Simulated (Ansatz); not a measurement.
`OC[SiH2][AsH2]` + H₂ → `[SiH3][AsH2]` + CH₃OH at 500 K and 1 bar (hydrogenolysis of the Si–C bond).

Program: Ansatz. Geometries: PBE0-D4/def2-TZVP. ΔE: electronic, gas phase. CCSD(T)/CBS is the MP2 limit (def2-TZVPP, def2-QZVPP) plus CCSD(T) − MP2 in def2-TZVPP, frozen cores. This one scheme is used for every species. For As outer-core shells are correlated without core-valence functions, which leaves a few kJ/mol of doubt a bond. Scalar relativity is left out up to krypton. Each species was taken in one conformer, which may not be the lowest.

```tsv
species	CCSD(T)/CBS energy (Eh)	H − E (kJ/mol)	S (J/(mol·K))
`OC[SiH2][AsH2]`	-2641.51101	245.5	428.3
H₂	-1.17544	41.0	145.5
`[SiH3][AsH2]`	-2527.08228	138.1	337.6
CH₃OH	-115.61712	157.0	265.4
```

H − E and S are ideal-gas, rigid-rotor, harmonic terms from PBE0-D4/def2-TZVP, for one conformer and one mirror image of each species. The MP2-based limit puts H₂ 0.8 mEh under its directly extrapolated value; such offsets cancel only in part. 1 Eh = 2625.50 kJ/mol, R = 8.31446 J/(mol·K).

By hand: ΔE, ΔH, ΔS and ΔG.

ΔE = (-2527.08228) + (-115.61712) − (-2641.51101) − (-1.17544) = -0.01295 Eh = -34.0 kJ/mol. Δ(H − E) = 138.1 + 157.0 − 245.5 − 41.0 = 8.6, so ΔH = -25.4 kJ/mol. ΔS = 337.6 + 265.4 − 428.3 − 145.5 = 29.2 J/(mol·K). ΔG = -25.4 − 500 × (29.2)/1000 = -40.0 kJ/mol.

By hand: the equilibrium constant, and the temperature at which ΔG would vanish if ΔH and ΔS stayed fixed.

log₁₀ K = −ΔG/(RT ln 10) = 4.2. ΔH and −TΔS have one sign here, so there is no such temperature.

TΔS isn't small against ΔH here. A doubt of 5 kJ/mol in ΔE shifts log₁₀ K by 0.5 here. Other conformers and mirror images would add mixing entropy, several J/(mol·K) or more a flexible species. These are equilibria of isolated gas molecules and say nothing of rates. Largest T1 diagnostic: 0.011 (customary marks: 0.02 for closed shells, 0.045 for open ones).
